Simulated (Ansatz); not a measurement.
One change: `FC[S][AlH2]` becomes `FCSC[SiH3]`.

Ansatz, PBE0-D4/def2-TZVP geometries, multiplicity 1. Each molecule was computed in one conformer, which needn't be the lowest.

```json
{"property": "HOMO–LUMO gap (PBE/def2-TZVPP) / eV", "`FC[S][AlH2]`": "3.94"}
{"property": "LUMO energy (PBE0/def2-TZVPP) / eV", "`FC[S][AlH2]`": "-0.93"}
{"property": "size of the dipole moment (ωB97M-V/def2-TZVPP) / D", "`FC[S][AlH2]`": "2.35"}
{"property": "HOMO–LUMO gap (B3LYP/def2-TZVPP) / eV", "`FC[S][AlH2]`": "5.62"}
{"property": "HOMO–LUMO gap (ωB97M-V/def2-TZVPP) / eV", "`FC[S][AlH2]`": "9.95"}
{"property": "HOMO energy (B3LYP/def2-TZVPP) / eV", "`FC[S][AlH2]`": "-6.76"}
```

(1) Give the same properties after the change, and the shifts. (Best estimate.)

Results:

(1) Computed: 
| property | `FCSC[SiH3]` | shift |
| --- | --- | --- |
| HOMO–LUMO gap (PBE/def2-TZVPP) / eV | 5.04 | 1.10 |
| LUMO energy (PBE0/def2-TZVPP) / eV | 0.24 | 1.17 |
| size of the dipole moment (ωB97M-V/def2-TZVPP) / D | 1.07 | -1.28 |
| HOMO–LUMO gap (B3LYP/def2-TZVPP) / eV | 6.67 | 1.05 |
| HOMO–LUMO gap (ωB97M-V/def2-TZVPP) / eV | 10.97 | 1.02 |
| HOMO energy (B3LYP/def2-TZVPP) / eV | -6.67 | 0.09 |

With PBE0 the HOMO rises by 0.11 eV and the LUMO rises by 1.17 eV, so the gap widens by about 1.06 eV. PBE moves the HOMO by 0.08 eV and ωB97M-V by 0.09 eV. Dipoles are sizes alone; their direction can turn.

B3LYP here is the variant with VWN-RPA as its local correlation; programs differ in this.
